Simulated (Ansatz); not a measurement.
Hg₂O. Charge 0, multiplicity 1. Geometry PBE-D4/def2-TZVP, basis def2-TZVP, Ansatz.

```xyz
3

Hg   -0.045   -0.102   -0.262
Hg    0.342    0.925    2.253
O    -0.297   -0.823   -1.991
```

| run | HOMO (eV) | LUMO (eV) |
| --- | --- | --- |
| A | -6.10 | -4.06 |
| B | -5.17 | -4.50 |
| C | -5.39 | -4.37 |
| D | -6.50 | -3.72 |

In the def2 sets Hg takes a core potential; there is no spin–orbit coupling. HSE06 is defined as in plane-wave codes, on full-range PBE exchange. Another isomer (singlet) lies 0.34 eV lower at PBE0-D4/def2-TZVP; other spin states weren't run for this one.

Question: The runs used HSE06, PBE, PBE0, r2SCAN. Estimate which is which.

Answer: A HSE06 (range-separated); B PBE (0 % exact exchange); C r2SCAN (0 % exact exchange); D PBE0 (25 % exact exchange). Exact exchange lowers occupied and raises empty levels; among semilocal functionals meta-GGAs tend to open the gap a little, and such runs are hard to tell apart. The gap grows from 0.67 eV (PBE) to 2.78 eV (PBE0). The restricted singlet is unstable towards broken spin symmetry in Hartree–Fock (as tested in another run); at HSE06-D4/def2-TZVP, PBE-D4/def2-TZVP, r2SCAN-D4/def2-TZVP, PBE0-D4/def2-TZVP this wasn't settled.
